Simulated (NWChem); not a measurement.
The numbers come from NWChem runs, not from measurements. System: borazine (H6B3N3), charge 0, spin multiplicity 1, at a geometry optimised with PBE/def2-SVP. Level: RHF/def2-SVP.

Part of the output:

```
             Northwest Computational Chemistry Package (NWChem) 7.3.0
             --------------------------------------------------------

                                NWChem Input Module
                                -------------------

 Scaling coordinates for geometry "geometry" by  1.889725989
 (inverse scale =  0.529177249)

 Turning off AUTOSYM since
 SYMMETRY directive was detected!

                             Geometry "geometry" -> ""
                             -------------------------

 Output coordinates in angstroms (scale by  1.889725989 to convert to a.u.)

  No.       Tag          Charge          X              Y              Z
 ---- ---------------- ---------- -------------- -------------- --------------
    1 B                    5.0000     0.00000000     0.00000000     1.45660200
    2 N                    7.0000    -1.22484700     0.00000000     0.70715500
    3 B                    5.0000    -1.26149700     0.00000000    -0.72829200
    4 N                    7.0000     0.00000000     0.00000000    -1.41432400
    5 B                    5.0000     1.26149700     0.00000000    -0.72829200
    6 N                    7.0000     1.22484700     0.00000000     0.70715500
    7 H                    1.0000     0.00000000     0.00000000     2.67374100
    8 H                    1.0000    -2.10851400     0.00000000     1.21737300
    9 H                    1.0000    -2.31557200     0.00000000    -1.33686100
   10 H                    1.0000     0.00000000     0.00000000    -2.43475800
   11 H                    1.0000     2.31557200     0.00000000    -1.33686100
   12 H                    1.0000     2.10851400     0.00000000     1.21737300

 Effective nuclear repulsion energy (a.u.)     196.7085420648

            Nuclear Dipole moment (a.u.)
            ----------------------------
        X                 Y               Z
 ---------------- ---------------- ----------------
     0.0000000000     0.0000000000    -0.0000018897

      Symmetry information
      --------------------

 Group name             C2v
 Group number             16
 Group order               4
 No. of unique centers     8

      Symmetry unique atoms

     1    2    3    4    7    8    9   10


 Summary of "ao basis" -> "" (spherical)
 ------------------------------------------------------------------------------
       Tag                 Description            Shells   Functions and Types
 ---------------- ------------------------------  ------  ---------------------
[...]
    19      0.382978   2 N  py               75     -0.382978   6 N  py
    22     -0.342505   2 N  py               78      0.342505   6 N  py

 Vector   21  Occ=2.000000D+00  E=-4.071055D-01  Symmetry=b2
              MO Center= -2.4D-13, -3.1D-18, -5.7D-01, r^2= 2.6D+00
   Bfn.  Coefficient  Atom+Function         Bfn.  Coefficient  Atom+Function
  ----- ------------  ---------------      ----- ------------  ---------------
    47      0.442250   4 N  py               50     -0.395516   4 N  py
    19     -0.221091   2 N  py               75     -0.221091   6 N  py
    22      0.197730   2 N  py               78      0.197730   6 N  py

 Vector   22  Occ=0.000000D+00  E= 1.575695D-01  Symmetry=b2
              MO Center=  4.5D-11,  5.9D-16,  7.2D-01, r^2= 4.7D+00
   Bfn.  Coefficient  Atom+Function         Bfn.  Coefficient  Atom+Function
  ----- ------------  ---------------      ----- ------------  ---------------
     8      0.776926   1 B  py               36     -0.388448   3 B  py
    64     -0.388448   5 B  py               50      0.344593   4 N  py
     5     -0.340223   1 B  py               47     -0.182699   4 N  py
    22     -0.172304   2 N  py               78     -0.172304   6 N  py
    33      0.170114   3 B  py               61      0.170114   5 B  py

 Vector   23  Occ=0.000000D+00  E= 1.575760D-01  Symmetry=a2
              MO Center= -4.5D-11, -2.5D-15, -7.2D-01, r^2= 4.7D+00
   Bfn.  Coefficient  Atom+Function         Bfn.  Coefficient  Atom+Function
  ----- ------------  ---------------      ----- ------------  ---------------
    36      0.672835   3 B  py               64     -0.672835   5 B  py
    22     -0.298446   2 N  py               78      0.298446   6 N  py
    33     -0.294634   3 B  py               61      0.294634   5 B  py
    19      0.158227   2 N  py               75     -0.158227   6 N  py

 Vector   24  Occ=0.000000D+00  E= 1.939444D-01  Symmetry=a1
              MO Center= -1.8D-15,  9.7D-17, -1.3D-05, r^2= 9.1D+00
   Bfn.  Coefficient  Atom+Function         Bfn.  Coefficient  Atom+Function
  ----- ------------  ---------------      ----- ------------  ---------------
    17      0.863352   2 N  s                45      0.863333   4 N  s
    73      0.863352   6 N  s                91     -0.779412   8 H  s
   101     -0.779415  10 H  s               111     -0.779412  12 H  s
     3     -0.522121   1 B  s                31     -0.522114   3 B  s
    59     -0.522114   5 B  s                51     -0.246203   4 N  pz

 center of mass
 --------------
 x =   0.00000000 y =   0.00000000 z =   0.00000021

 moments of inertia (a.u.)
 ------------------
         345.755895396205           0.000000000000           0.000000000000
           0.000000000000         691.524166343009           0.000000000000
           0.000000000000           0.000000000000         345.768270946804

  Mulliken analysis of the total density
  --------------------------------------

    Atom       Charge   Shell Charges
 -----------   ------   -------------------------------------------------------
    1 B    5     4.78   1.99  0.74  0.08  1.49  0.34  0.14
    2 N    7     7.30   1.99  0.95  0.42  2.44  1.48  0.01
    3 B    5     4.78   1.99  0.74  0.08  1.49  0.34  0.14
    4 N    7     7.30   1.99  0.95  0.42  2.44  1.48  0.01
    5 B    5     4.78   1.99  0.74  0.08  1.49  0.34  0.14
    6 N    7     7.30   1.99  0.95  0.42  2.44  1.48  0.01
    7 H    1     1.08   0.76  0.31  0.01
    8 H    1     0.84   0.71  0.08  0.05
    9 H    1     1.08   0.76  0.31  0.01
   10 H    1     0.84   0.71  0.08  0.05
   11 H    1     1.08   0.76  0.31  0.01
   12 H    1     0.84   0.71  0.08  0.05

       Multipole analysis of the density wrt the origin
       ------------------------------------------------

     L   x y z        total         open         nuclear
     -   - - -        -----         ----         -------
     0   0 0 0     -0.000000      0.000000     42.000000

     1   1 0 0     -0.000000      0.000000      0.000000
     1   0 1 0     -0.000000      0.000000      0.000000
     1   0 0 1      0.000120      0.000000     -0.000002

     2   2 0 0    -25.558851      0.000000    201.881762
     2   1 1 0      0.000000      0.000000      0.000000
     2   1 0 1     -0.000000      0.000000      0.000000
     2   0 2 0    -27.885749      0.000000      0.000000
     2   0 1 1     -0.000000      0.000000      0.000000
     2   0 0 2    -25.558907      0.000000    201.875861

 Task  times  cpu:        1.3s     wall:        1.3s

 Total times  cpu:        1.3s     wall:        1.3s
```

Question: Write an NWChem input that would produce this output.

Answer: Several could match; the one computed here: 
```
start mol
memory heap 200 mb stack 900 mb global 1100 mb
geometry units angstroms nocenter noautoz
  B      0.000000     0.000000     1.456602
  N     -1.224847     0.000000     0.707155
  B     -1.261497     0.000000    -0.728292
  N      0.000000     0.000000    -1.414324
  B      1.261497     0.000000    -0.728292
  N      1.224847     0.000000     0.707155
  H      0.000000     0.000000     2.673741
  H     -2.108514     0.000000     1.217373
  H     -2.315572     0.000000    -1.336861
  H      0.000000     0.000000    -2.434758
  H      2.315572     0.000000    -1.336861
  H      2.108514     0.000000     1.217373
  symmetry group C2v
end
basis spherical
  * library def2-svp
end
scf
  rhf
  nopen 0
  maxiter 100
  thresh 1e-7
  semidirect memsize 60000000 filesize 0
end
task scf energy
```
